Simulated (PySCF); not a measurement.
C₂H₅O₂, charge +1. Atoms are numbered in the order given.

```xyz
9

C      0.3963    -1.4717     0.0000
O     -0.6988    -0.4915     0.0000
C     -0.5336     0.7571     0.0000
O      0.5733     1.3902     0.0000
H      0.9899    -1.3448     0.9168
H     -0.1035    -2.4454     0.0000
H      0.9899    -1.3448    -0.9168
H     -1.4421     1.3768     0.0000
H      1.3941     0.8565     0.0000
```
Charge +1, spin multiplicity 1.

Geometry: B3LYP-D3(BJ)/def2-SVP. The isomer is the one that the SMILES or the coordinates give; other isomers of the formula were not compared. Other conformers were not sampled.

Computed with TDDFT-PBE/def2-SVPD run with PySCF.

Vertical excitations. Isolated molecule, no solvent. State labels are in the subgroup Cs.

Computed UV-visible absorptions:
```
state  symmetry  energy (eV)  λ (nm)      f                          main pairs
-----  --------  -----------  ------  -----  ----------------------------------
S1           A"         6.42     193  0.000                   HOMO−1→LUMO 100 %
S2           A'         7.19     172  0.109                      HOMO→LUMO 86 %
S3           A"         8.03     154  0.001  HOMO−2→LUMO 87 %, HOMO−4→LUMO 13 %
S4           A"         8.38     148  0.008  HOMO−4→LUMO 86 %, HOMO−2→LUMO 13 %
S5           A"         9.14     136  0.012                   HOMO→LUMO+1 100 %
S6           A'         9.21     135  0.025                  HOMO−1→LUMO+1 96 %
S7           A'         9.27     134  0.089                    HOMO−3→LUMO 80 %
S8           A"        10.12     123  0.000                    HOMO→LUMO+2 98 %
S9           A'        10.25     121  0.025                  HOMO−1→LUMO+2 96 %
S10          A"        10.73     116  0.005                    HOMO→LUMO+3 99 %
T1           A'         5.67     219      0                      HOMO→LUMO 99 %
T2           A"         6.05     205      0                    HOMO−1→LUMO 99 %
T3           A"         7.48     166      0                    HOMO−2→LUMO 92 %
T4           A'         7.55     164      0                    HOMO−3→LUMO 95 %
```
Triplets are in the Tamm–Dancoff approximation, which puts them higher than full response would, so one can lie above its singlet here.
